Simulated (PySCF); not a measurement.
PySCF job for cyanomethylboronic acid (C2H4BNO2), SMILES B(O)(O)CC#N, B3LYP-D3(BJ)/def2-SVP. The structure is a stationary point at B3LYP-D3(BJ)/def2-SVP. One conformer was computed; it need not be the lowest.

```python
import numpy as np
from pyscf import gto, scf, dft, df
from pyscf.hessian import thermo

mol = gto.M(
    atom='''
    N    -0.31616217    2.57611532   -0.00000000
    C     0.32305938    1.60808279   -0.00000000
    C     1.00525798    0.32345794    0.00000000
    B    -0.03310894   -0.89866969    0.00000000
    O    -1.37887272   -0.72529218    0.00000000
    O     0.49539016   -2.14691397   -0.00000000
    H     1.66105999    0.24125686   -0.88318287
    H     1.66105999    0.24125686    0.88318288
    H    -1.66056722    0.20068890   -0.00000001
    H    -0.18491654   -2.83425664    0.00000000
    ''',
    basis='def2-SVP',
    charge=0,
    spin=0,
    max_memory=1600,
    verbose=3,
)
mf = dft.RKS(mol, xc='b3lyp').density_fit(auxbasis='def2-universal-jkfit')
mf.disp = 'd3bj'
mf.grids.level = 3
mf.conv_tol = 1e-11
mf.max_cycle = 100
mf.kernel()

# [left out here: the lines that compute and print the analytic Hessian (its translational invariance restored by hand, since the grid's response is missing), thermochemistry and intensities]
```

Output:

```
converged SCF energy = -308.562890414581

WARN: DFTD3 does not support analytical Hessian, using finite difference


WARN: Mole.unit (angstrom) is changed to Bohr

Mode                                 0                   1                   2
Irrep
Freq [cm^-1]                       61.6688            126.7528            344.3593
Reduced mass [au]                   3.8164              8.0280              6.2590
Force const [Dyne/A]                0.0086              0.0760              0.4373
Char temp [K]                      88.7276            182.3691            495.4563
Normal mode                   x     y     z       x     y     z       x     y     z
       0   N                -0.00 -0.00 -0.12   -0.13 -0.14  0.00    0.00  0.09  0.00
       1   C                -0.00 -0.00 -0.00    0.02 -0.04 -0.00   -0.11  0.02 -0.00
       2   C                 0.00  0.00  0.13    0.08 -0.01 -0.00   -0.01  0.04 -0.00
       3   B                 0.00  0.00  0.02    0.03  0.03 -0.00    0.08 -0.06 -0.00
       4   O                 0.00  0.00  0.09    0.05  0.13 -0.00    0.10  0.03  0.00
       5   O                -0.00 -0.00 -0.13   -0.05 -0.00  0.00   -0.07 -0.13  0.00
       6   H                 0.14 -0.03  0.24    0.08  0.00 -0.00    0.00  0.14  0.00
       7   H                -0.14  0.03  0.24    0.08  0.00  0.00    0.00  0.14 -0.00
       8   H                 0.00  0.00  0.15    0.12  0.15 -0.00    0.15  0.04 -0.00
       9   H                -0.00  0.00 -0.18   -0.10  0.04  0.00   -0.19 -0.01  0.00
Mode                                 3                   4                   5
Irrep
Freq [cm^-1]                      356.2623            430.0703            449.7482
Reduced mass [au]                   2.2780              4.7415              2.4106
Force const [Dyne/A]                0.1703              0.5167              0.2873
Char temp [K]                     512.5821            618.7754            647.0876
Normal mode                   x     y     z       x     y     z       x     y     z
       0   N                 0.00 -0.00  0.11   -0.05 -0.01  0.00   -0.00 -0.00 -0.05
       1   C                 0.00 -0.00 -0.18    0.11  0.10 -0.00    0.00  0.00  0.12
       2   C                 0.00 -0.00  0.00    0.07  0.06  0.00    0.00  0.00 -0.04
       3   B                -0.00  0.00 -0.06    0.03  0.04  0.00   -0.00  0.00 -0.18
       4   O                -0.00 -0.00  0.02    0.01 -0.13 -0.00   -0.00 -0.00  0.05
       5   O                 0.00  0.00  0.01   -0.10 -0.01 -0.00   -0.00  0.00  0.02
       6   H                 0.33 -0.08  0.26    0.08  0.04  0.00    0.20  0.22  0.09
       7   H                -0.33  0.08  0.26    0.08  0.04 -0.00   -0.20 -0.22  0.09
       8   H                -0.00 -0.00  0.00   -0.16 -0.18  0.00   -0.00 -0.00 -0.03
       9   H                 0.00  0.00  0.13   -0.24  0.13 -0.00   -0.00  0.00  0.41
Mode                                 6                   7                   8
Irrep
Freq [cm^-1]                      564.3029            565.0645            622.1025
Reduced mass [au]                   1.1262              5.4091              1.2291
Force const [Dyne/A]                0.2113              1.0176              0.2803
Char temp [K]                     811.9062            813.0020            895.0670
Normal mode                   x     y     z       x     y     z       x     y     z
       0   N                 0.00 -0.00  0.00    0.07 -0.02 -0.00    0.00  0.00  0.01
       1   C                -0.00 -0.00  0.01   -0.13 -0.14 -0.00   -0.00 -0.00 -0.01
       2   C                 0.00  0.00 -0.03    0.05  0.00  0.00   -0.00 -0.00  0.03
       3   B                 0.00  0.00 -0.02    0.04  0.09  0.00    0.00  0.00  0.08
       4   O                 0.00 -0.00  0.07    0.03 -0.05 -0.00    0.00 -0.00  0.01
       5   O                -0.00  0.00  0.03   -0.05  0.09 -0.00   -0.00  0.00 -0.08
       6   H                 0.09  0.05  0.03    0.04  0.07 -0.02   -0.08 -0.06 -0.03
       7   H                -0.09 -0.05  0.03    0.04  0.07  0.02    0.08  0.06 -0.03
       8   H                -0.00 -0.00 -0.74   -0.17 -0.11  0.00   -0.00 -0.00 -0.59
       9   H                -0.00  0.00 -0.55   -0.16  0.19  0.00   -0.00  0.00  0.65
Mode                                 9                  10                  11
Irrep
Freq [cm^-1]                      771.0543            849.5031            972.1467
Reduced mass [au]                   3.2527              2.7093              2.9717
Force const [Dyne/A]                1.1394              1.1519              1.6547
Char temp [K]                    1109.3754           1222.2458           1398.7027
Normal mode                   x     y     z       x     y     z       x     y     z
       0   N                 0.01  0.02 -0.00    0.00 -0.00 -0.02    0.06 -0.11  0.00
       1   C                -0.05 -0.02  0.00    0.00  0.00  0.07    0.06 -0.05 -0.00
       2   C                 0.17  0.07 -0.00   -0.00  0.00 -0.15   -0.12  0.14  0.00
       3   B                -0.05 -0.04  0.00    0.00  0.00  0.17    0.00 -0.01 -0.00
       4   O                -0.12  0.01 -0.00    0.00 -0.00 -0.04   -0.01  0.00  0.00
       5   O                 0.02 -0.05 -0.00   -0.00  0.00 -0.03    0.01 -0.02  0.00
       6   H                 0.18  0.23 -0.01    0.36  0.08  0.12   -0.07  0.36  0.01
       7   H                 0.18  0.23  0.01   -0.36 -0.08  0.12   -0.07  0.36 -0.01
       8   H                -0.07  0.03  0.00    0.00  0.00  0.07    0.05  0.02 -0.00
       9   H                 0.18 -0.20  0.00   -0.00  0.00  0.01   -0.06  0.04  0.00
Mode                                12                  13                  14
Irrep
Freq [cm^-1]                     1021.7140           1039.2418           1159.4774
Reduced mass [au]                   1.6429              1.1807              1.1524
Force const [Dyne/A]                1.0105              0.7513              0.9128
Char temp [K]                    1470.0190           1495.2376           1668.2298
Normal mode                   x     y     z       x     y     z       x     y     z
       0   N                 0.00 -0.01  0.00    0.00 -0.01  0.00   -0.00  0.00  0.01
       1   C                 0.01 -0.00 -0.00    0.01  0.00 -0.00   -0.00  0.00 -0.08
       2   C                 0.00  0.01  0.00   -0.03  0.01  0.00   -0.00 -0.00  0.05
       3   B                -0.04 -0.03 -0.00    0.01  0.04  0.00   -0.00 -0.00  0.05
       4   O                 0.07 -0.05  0.00    0.06  0.05 -0.00   -0.00  0.00 -0.01
       5   O                -0.10  0.08  0.00   -0.02 -0.04 -0.00   -0.00  0.00 -0.01
       6   H                 0.01  0.09  0.00   -0.02 -0.00  0.01   -0.05  0.65 -0.05
       7   H                 0.01  0.09 -0.00   -0.02 -0.00 -0.01    0.05 -0.65 -0.05
       8   H                 0.36  0.05 -0.00   -0.77 -0.23  0.00   -0.00 -0.00  0.01
       9   H                 0.47 -0.46  0.00    0.29 -0.33 -0.00   -0.00  0.00 -0.00
Mode                                15                  16                  17
Irrep
Freq [cm^-1]                     1195.0307           1366.8504           1407.2284
Reduced mass [au]                   1.6990              4.1402              1.1676
Force const [Dyne/A]                1.4295              4.5574              1.3623
Char temp [K]                    1719.3832           1966.5934           2024.6884
Normal mode                   x     y     z       x     y     z       x     y     z
       0   N                -0.02  0.02 -0.00   -0.00  0.00 -0.00    0.01 -0.01 -0.00
       1   C                 0.02  0.03  0.00    0.00  0.01  0.00   -0.02 -0.01  0.00
       2   C                -0.03 -0.16 -0.00   -0.06 -0.06 -0.00   -0.06  0.07 -0.00
       3   B                -0.02 -0.06 -0.00    0.17  0.15 -0.00   -0.04 -0.04 -0.00
       4   O                 0.02  0.01  0.00   -0.09 -0.01  0.00    0.02  0.00  0.00
       5   O                 0.00  0.05  0.00   -0.02 -0.04 -0.00    0.00  0.01 -0.00
       6   H                 0.20  0.45  0.11    0.13  0.04  0.13    0.46 -0.22  0.40
       7   H                 0.20  0.45 -0.11    0.13  0.04 -0.13    0.46 -0.22 -0.40
       8   H                -0.13 -0.04 -0.00    0.15  0.07  0.00   -0.02 -0.01  0.00
       9   H                -0.09  0.14  0.00    0.17 -0.21 -0.00   -0.03  0.04 -0.00
Mode                                18                  19                  20
Irrep
Freq [cm^-1]                     1494.7584           2369.1437           3052.7484
Reduced mass [au]                   7.6645             12.5891              1.0616
Force const [Dyne/A]               10.0897             41.6320              5.8287
Char temp [K]                    2150.6246           3408.6703           4392.2253
Normal mode                   x     y     z       x     y     z       x     y     z
       0   N                -0.00  0.00  0.00   -0.09  0.14  0.00    0.00 -0.00 -0.00
       1   C                -0.01 -0.00  0.00    0.12 -0.19  0.00   -0.00  0.00 -0.00
       2   C                 0.01 -0.03 -0.00   -0.02  0.02  0.00   -0.07  0.01  0.00
       3   B                -0.18  0.19 -0.00    0.00  0.00 -0.00   -0.00  0.00  0.00
       4   O                 0.07 -0.03  0.00   -0.00 -0.00 -0.00    0.00  0.00 -0.00
       5   O                 0.04 -0.08 -0.00   -0.00 -0.00 -0.00   -0.00 -0.00  0.00
       6   H                 0.06  0.07  0.03   -0.01  0.02  0.00    0.40 -0.05 -0.56
       7   H                 0.06  0.07 -0.03   -0.01  0.02 -0.00    0.40 -0.05  0.56
       8   H                 0.17  0.01 -0.00   -0.01  0.00 -0.00    0.00 -0.00 -0.00
       9   H                -0.03 -0.03 -0.00    0.00 -0.00 -0.00    0.00  0.00  0.00
Mode                                21                  22                  23
Irrep
Freq [cm^-1]                     3100.4227           3809.1157           3833.3625
Reduced mass [au]                   1.1019              1.0664              1.0654
Force const [Dyne/A]                6.2407              9.1163              9.2239
Char temp [K]                    4460.8179           5480.4694           5515.3551
Normal mode                   x     y     z       x     y     z       x     y     z
       0   N                 0.00 -0.00 -0.00   -0.00  0.00  0.00    0.00 -0.00 -0.00
       1   C                -0.00  0.00  0.00    0.00 -0.00  0.00   -0.00  0.00 -0.00
       2   C                -0.00  0.00 -0.09    0.00  0.00  0.00   -0.00 -0.00 -0.00
       3   B                -0.00  0.00 -0.00    0.00  0.00 -0.00    0.00  0.00  0.00
       4   O                 0.00 -0.00 -0.00   -0.02  0.06 -0.00    0.00 -0.00  0.00
       5   O                -0.00 -0.00  0.00    0.00  0.00 -0.00    0.04  0.04  0.00
       6   H                -0.41  0.05  0.53   -0.00  0.00  0.00    0.00 -0.00 -0.00
       7   H                 0.41 -0.05  0.53   -0.00  0.00 -0.00    0.00 -0.00  0.00
       8   H                 0.00 -0.00  0.00    0.31 -0.92  0.00   -0.01  0.04 -0.00
       9   H                 0.00  0.00  0.00   -0.03 -0.03 -0.00   -0.66 -0.70 -0.00
temperature 298.1500 [K]
pressure 101325.00 [Pa]
Rotational constants [GHz] 8.55615 2.23649 1.79282
Symmetry number 1
Zero-point energy (ZPE) 0.07054 [Eh]   185194.662 [J/mol]
                           tot       elec      trans        rot        vib
Entropy [J/mol/K]       332.667      0.000    164.134    111.465     57.068
Cv [J/mol/K]             92.424      0.000     12.472     12.472     67.480
Cp [J/mol/K]            100.738      0.000     20.786     12.472     67.480
Internal energy [J/mol]                      3718.434   3718.434 194615.908
Internal energy [Eh]   -308.48593  -308.56289
Enthalpy [J/mol]                             6197.391   3718.434 194615.908
Enthalpy [Eh]          -308.48499
Gibbs free energy [J/mol]                  -42739.148 -29514.836 177600.955
Gibbs free energy [Eh] -308.52277
mode   freq/cm-1   IR/(km/mol)
   1       61.67         8.404
   2      126.75        10.432
   3      344.36         4.048
   4      356.26         0.254
   5      430.07        16.284
   6      449.75         4.444
   7      564.30       208.746
   8      565.06        13.559
   9      622.10         9.944
  10      771.05        15.382
  11      849.50        35.329
  12      972.15         3.525
  13     1021.71       134.137
  14     1039.24       109.440
  15     1159.48         2.273
  16     1195.03         1.844
  17     1366.85       329.177
  18     1407.23         3.000
  19     1494.76       333.969
  20     2369.14        25.972
  21     3052.75         2.346
  22     3100.42         0.162
  23     3809.12       104.849
  24     3833.36        80.989
max |gradient| / (hartree/bohr): 7.85738880920068e-05
APT charges: [-0.3422  0.1604 -0.2191  1.1796 -0.7631 -0.7825  0.0579  0.0579  0.338
  0.3132]
```

The run converged.
